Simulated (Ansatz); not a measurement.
Computed with Ansatz on PBE0-D4/def2-TZVP structures; ΔE is electronic, products minus reactants. CCSD(T)/CBS adds triple-zeta CCSD(T) − MP2 to the extrapolated MP2 energy (def2 sets, frozen cores). This one scheme is used for every species. For Ge outer-core shells are correlated without core-valence functions, which leaves a few kJ/mol of doubt a bond. Scalar relativity is left out up to krypton. One conformer a species, not always the lowest.

Reaction (substitution at a C–F bond): `[NH2][GeH]([OH])[CH2]F` + HCl → `[NH2][GeH]([OH])[CH2]Cl` + H–F

| species | CCSD(T)/CBS(def2) energy (Eh) |
| --- | --- |
| `[NH2][GeH]([OH])[CH2]F` | -2347.47364 |
| HCl | -460.38127 |
| `[NH2][GeH]([OH])[CH2]Cl` | -2707.47746 |
| H–F | -100.39570 |

(1) Work out ΔE.

Largest T1 diagnostic among the species: 0.011.

Answers

(1) ΔE = (-2707.47746) + (-100.39570) − (-2347.47364) − (-460.38127) = -0.01825 Eh = -11.5 kcal/mol.

From PBE to PBE0 (25 % exact exchange), in def2-TZVPP and without D4, ΔE moves by −1.0 kcal/mol. The D4 term adds −1.4 kcal/mol with B3LYP and −0.8 kcal/mol with PBE0; it sums over pairs of atoms, weighted by their polarisabilities, and B3LYP, whose exchange is more repulsive, gets the larger term.

B3LYP here is the variant with VWN-RPA as its local correlation; programs differ in this.
